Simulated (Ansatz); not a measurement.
Geometry optimisation, RKS r2SCAN/def2-SVP in Ansatz.

input.yaml

```yaml
crystal:
  periodic: [false, false, false]
  atoms:
    - { symbol: C, position_ang: [-0.6999, 0.3786, 1.2183] }
    - { symbol: C, position_ang: [0.415, 0.1654, 0.2497] }
    - { symbol: O, position_ang: [1.2916, -0.7179, 0.9264] }
    - { symbol: Si, position_ang: [-0.0741, -0.3652, -1.494] }
    - { symbol: F, position_ang: [-0.9439, 0.8408, -2.1733] }
    - { symbol: H, position_ang: [-0.3777, 0.8023, 2.1705] }
    - { symbol: H, position_ang: [-1.4235, 1.1655, 0.8113] }
    - { symbol: H, position_ang: [-1.2614, -0.4844, 1.4058] }
    - { symbol: H, position_ang: [0.85376, -0.81936, 1.8085] }
    - { symbol: H, position_ang: [2.1648, -0.7318, 0.468] }
    - { symbol: H, position_ang: [-1.0438, -1.5676, -1.4066] }
    - { symbol: H, position_ang: [1.0667, -0.6712, -2.3051] }
basis:
  gaussian: { orbitals: def2-SVP }
hamiltonian:
  xc: r2scan
relax:
  f_tol: 0.02
  max_steps: 50
output:
  orbitals: {}
```

Run as:

```bash
$ ansatz run input.yaml --threads 2 --pin off --max-ram 3072MiB --backend cpu --events-out ev --progress --plain --runs-dir out
```

Q: Where does it end, and by what steps?

A: It converged. After 22 steps the energy has fallen by 1.745 eV; H11 moved furthest, 1.21 Å.

```csv
step,energy less start (eV),largest force component (eV/Å),accepted
0,0.0000,3.440,yes
1,-0.7404,1.662,yes
2,-1.1784,1.660,yes
3,-1.4169,0.636,yes
4,-1.4602,0.668,yes
5,-1.4877,0.346,yes
6,-1.4996,0.240,yes
7,-1.5082,0.198,yes
8,-1.5135,0.366,yes
9,-1.5233,0.306,yes
10,-1.5275,0.498,yes
11,-1.5415,0.279,yes
12,-1.5795,0.246,yes
13,-1.6264,0.658,yes
14,-1.6589,0.582,yes
15,-1.6873,0.870,yes
16,-1.7148,0.405,yes
17,-1.7360,0.169,yes
18,-1.7418,0.120,yes
19,-1.7435,0.085,yes
20,-1.7446,0.033,yes
21,-1.7445,0.028,no
22,-1.7448,0.014,yes
```

```xyz
12
Properties=species:S:1:pos:R:3
C -0.765 0.231 1.345
C -0.082 -0.497 0.247
O 1.467 -0.606 0.667
Si -0.213 -0.394 -1.540
F 0.183 1.002 -2.340
H -0.375 1.253 1.580
H -1.811 0.380 1.027
H -0.821 -0.325 2.306
H 1.534 -1.261 1.383
H 1.810 0.240 1.022
H -1.654 -0.622 -1.857
H 0.693 -1.406 -2.161
```

Whether the end is a true minimum wasn't checked by a vibrational analysis.

The run took 90 s on 2 threads of Arm Neoverse V1, on a shared host, peak memory 0.17 GiB.
